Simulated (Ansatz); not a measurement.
`[OH][Zr]([F])([F])[SeH]` + HCl → `[F][Zr]([F])([Cl])[SeH]` + H₂O  (ligand exchange at a Zr–O bond)

Calculated with Ansatz (gas phase, PBE0-D4/def2-TZVP geometries, no zero-point term in ΔE). CCSD(T)/CBS adds triple-zeta CCSD(T) − MP2 to the extrapolated MP2 energy (def2 sets, frozen cores). This one scheme is used for every species. DFT in def2-TZVPP. B3LYP here is the variant with VWN-RPA as its local correlation; programs differ in this. Elements past krypton have def2 core potentials. For Se, Zr outer-core shells are correlated without core-valence functions, which leaves a few kJ/mol of doubt a bond. Scalar relativity is left out up to krypton. Each species was taken in one conformer, which may not be the lowest.

(1) Is it downhill or uphill in electronic energy at CCSD(T)/CBS, and by how much? (Best estimate.)

(2) What do these levels give: B3LYP-D4, ωB97X-V, B2PLYP, PBE, PBE0, HF/def2-TZVPP, CCSD/def2-TZVPP, MP2/def2-QZVPP, SCS-MP2/def2-QZVPP, HF/CBS(def2), MP2/CBS(def2), CCSD/CBS(def2)? (An estimate is asked.)

Largest T1 diagnostic among the species: 0.016.

Results:

(1) Computed: Downhill: ΔE = -0.26 eV.

(2) Ansatz gave: B3LYP-D4 -0.22, ωB97X-V -0.18, B2PLYP -0.22, PBE -0.25, PBE0 -0.27, HF/def2-TZVPP -0.22, CCSD/def2-TZVPP -0.19, MP2/def2-QZVPP -0.27, SCS-MP2/def2-QZVPP -0.23, HF/CBS(def2) -0.23, MP2/CBS(def2) -0.28, CCSD/CBS(def2) -0.23 eV.
